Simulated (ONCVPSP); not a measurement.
**Transferability test, ONCV potential for Tc (Z = 43)**

Tc (Z = 43), optimised norm-conserving Vanderbilt (ONCV), made with ONCVPSP 4.0.1 (PBE, scalar-relativistic). Core [Kr], reference 4d5 5s2. Waves: 5s: rc 2.70 bohr, ncon 4, nbas 7, qcut 2 1/bohr, 2 projectors, debl 3.9 Ha; p scattering state at 0.06 Ha: rc 2.30 bohr, ncon 4, nbas 8, qcut 3.3 1/bohr, 3 projectors, debl 1.6 Ha; 4d: rc 2.25 bohr, ncon 4, nbas 9, qcut 5.8 1/bohr, 2 projectors, debl 2.4 Ha. Local part: polynomial inside 1.85 bohr (lpopt 2, dvloc0 2 Ha). Core correction: Teter function fitted to the true core (icmod 2), fcfact 0.55.

Energies are relative to the spin-unpolarised reference configuration 4d5 5s2; without spin polarisation the order of configurations can differ from experiment.

**Question.** Give the all-electron excitation energy and the error of the potential for: 4d5 5s1; 4d5 5s0; 4d4 5s0; 4d4 5s2.

**Answer.**

```tsv
valence configuration	charge	ΔE all-electron (eV)	error AE − PS (meV)
4d5 5s1	+1	8.154	-2.0
4d5 5s0	+2	23.005	-11
4d4 5s0	+3	51.711	-83
4d4 5s2	+1	11.642	-51
```

Levels in the configuration 4d4 5s0:

| level | all-electron (eV) | pseudo (eV) |
| --- | --- | --- |
| 4d | -35.154 | -35.340 |

Note: ghosts flagged at negative energy: p at -45.6 eV; GHOST(+) flagged for s at 113.3 eV. A true bound ghost makes a file unfit for plane-wave use.
